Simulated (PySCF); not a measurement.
Si(OSiH3)(H)2(Me) (CH8OSi2), SMILES [SiH3]O[SiH2]C.

Geometry optimised at PBE0-D3(BJ)/def2-SVP. The values are those of a single conformer.

Method: HF/def2-TZVP (PySCF).

The molecule is in vacuum.

**Question.** Estimate the frontier levels, gap, dipole moment and polarisability. (An estimate is asked for; the answer gives what the named calculation found.)

**Answer.** 
```yaml
highest_occupied_level: -12.01 eV
lowest_empty_level: 3.12 eV
orbital_gap: 15.13 eV
dipole_moment: 0.118 e·Å
quadrupole, principal values (traceless, Buckingham form, about the centre of nuclear charge): -1.87, -1.15, 3.02 D·Å
mean_static_polarisability: 61.1 bohr³ (9.06 Å³)
polarisability_principal_values: 57.8, 59.2, 66.4 bohr³
```
